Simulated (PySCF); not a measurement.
Compound: C6H15AlO2.
SMILES with atom numbers: `[CH3:1][O:2][CH2:3][C@@H:4]1[CH2:5][CH2:6][CH2:7][O+:8]1[AlH3-:9]` (hydrogens: H10, H11, H12 on C1; H13, H14 on C3; H15 on C4; H16, H17 on C5; H18, H19 on C6; H20, H21 on C7; H22, H23, H24 on Al9)

All values: PBE0/pcSseg-1 (PySCF, non-relativistic), on one gas-phase PBE0-D3(BJ)/def2-SVP geometry that isn't relaxed in the solvent. The solvent is an IEF-PCM continuum (Bondi radii, 1.10 Å for H, scaled by 1.2). Specific hydrogen bonds and non-electrostatic terms are outside this model.

Gas phase at PBE0/pcSseg-1: HOMO -6.85 eV, LUMO 0.66 eV, dipole 6.73 D.

Task: What does the continuum do to the energy, the frontier levels and the dipole at PBE0/pcSseg-1 in benzene and water?

Result: 
```
solvent      ε  E(solvent) − E(gas) (kcal/mol)  polarisation term (kcal/mol)  distortion of the solute (kcal/mol)  HOMO (eV)  LUMO (eV)  dipole (D)
benzene  2.271                           -5.39                         -5.80                                 0.41      -7.19       0.71        7.48
  water  78.36                          -11.92                        -14.06                                 2.14      -7.51       0.50        8.45
```

The polarisation term is half the interaction of the solute with the surface charges that it induces; the rest is the cost of distorting the solute's density. The sum is the electrostatic part of solvation alone. From benzene to water the lowering changes by a factor 2.21, Onsager's factor (ε − 1)/(2ε + 1) by 2.14 and ε itself by 34.5.

Task: Which radius a makes the point-dipole formula ΔE = −[(ε − 1)/(2ε + 1)]·μ²/a³ give the value in water, with the gas-phase dipole?

Result: μ = 2.646 au and |ΔE| = 0.01900 Eh give a = 2.99 Å; the farthest nucleus lies 3.96 Å from the centroid of the nuclei, so such a sphere wouldn't even hold the nuclei. The formula assumes a rigid point dipole at the centre of a sphere.

Task: Which IAO charges (PBE0/pcSseg-1) respond most in benzene (means over atoms taken as equivalent)?

Result: 
```tsv
atoms	environment	gas (e)	solvent (e)	change
Al9	aluminium bonded to O and 3 H	+0.444	+0.464	+0.020
H22/H23/H24	Al–H hydrogen	-0.238	-0.249	-0.011
O2	ether oxygen	-0.357	-0.366	-0.009
H14	methylene hydrogen	+0.121	+0.128	+0.007
H17	methylene hydrogen	+0.155	+0.159	+0.004
O8	oxygen bonded to Al and 2 C	-0.343	-0.347	-0.004
```

Task: Which Mayer bond orders change most in benzene?

Result: 
| bond | length (Å) | gas | solvent | change |
| --- | --- | --- | --- | --- |
| O8–Al9 | 2.004 | 0.252 | 0.270 | +0.018 |
| Al9–H22 | 1.601 | 0.885 | 0.868 | -0.017 |
| O2–C3 | 1.386 | 0.943 | 0.933 | -0.010 |
| O8–C4 | 1.450 | 0.750 | 0.741 | -0.009 |
| Al9–H23 | 1.610 | 0.858 | 0.849 | -0.009 |
| Al9–H24 | 1.614 | 0.828 | 0.819 | -0.009 |
| C7–O8 | 1.440 | 0.796 | 0.789 | -0.007 |
| C6–C7 | 1.514 | 1.033 | 1.036 | +0.003 |

Task: How do the nuclear quadrupole coupling constants eQVzz/h respond in benzene?

Result: 
| nucleus | Q (barn) | gas (MHz) | solvent (MHz) | η gas | η solvent |
| --- | --- | --- | --- | --- | --- |
| 17O at O2 | -0.0256 | -11.97 | -11.86 | 0.98 | 0.98 |
| 17O at O8 | -0.0256 | 12.58 | 12.52 | 0.70 | 0.68 |
| 27Al at Al9 | 0.1466 | 33.64 | 32.18 | 0.12 | 0.12 |
